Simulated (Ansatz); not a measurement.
`C[Se][InH2]` + `C[O][GeH3]` → `C[Se][GeH3]` + `C[O][InH2]`  (redistribution)

Computed with Ansatz on PBE0-D4/def2-TZVP structures; ΔE is electronic, products minus reactants. CCSD(T)/CBS is the MP2 limit (def2-TZVPP, def2-QZVPP) plus CCSD(T) − MP2 in def2-TZVPP, frozen cores. Functionals use def2-TZVPP. Elements past krypton have def2 core potentials. For Ge, In, Se outer-core shells are correlated without core-valence functions, which leaves a few kJ/mol of doubt a bond. Scalar relativity is left out up to krypton.

```
        level  ΔE (kJ/mol)
   r2SCANh-D4         44.3
       r2SCAN         42.5
         PBE0         44.4
      r2SCAN0         47.2
        BHLYP         50.7
  HF/def2-SVP         59.2
 MP2/def2-SVP         48.7
HF/def2-TZVPP         59.1
```

(1) What does CCSD(T)/CBS give? (Estimate.)

Largest T1 diagnostic among the species: 0.017.

Results:

(1) Ansatz gave: +43.2 kJ/mol. The listed levels differ from it by 1.1, -0.7, 1.2, 4.0, 7.5, 16.0, 5.5, 15.9 kJ/mol.

From BLYP to BHLYP (50 % exact exchange), in def2-TZVPP and without D4, ΔE moves by +12.3 kJ/mol. At CCSD(T), def2-SVP lies +6.2 kJ/mol from the extrapolated value and def2-TZVPP +2.5 kJ/mol. In def2-TZVPP, CCSD(T) changes the Hartree–Fock value by −13.4 kJ/mol (the triples alone add −1.6 kJ/mol) and MP2 by −12.3 kJ/mol.
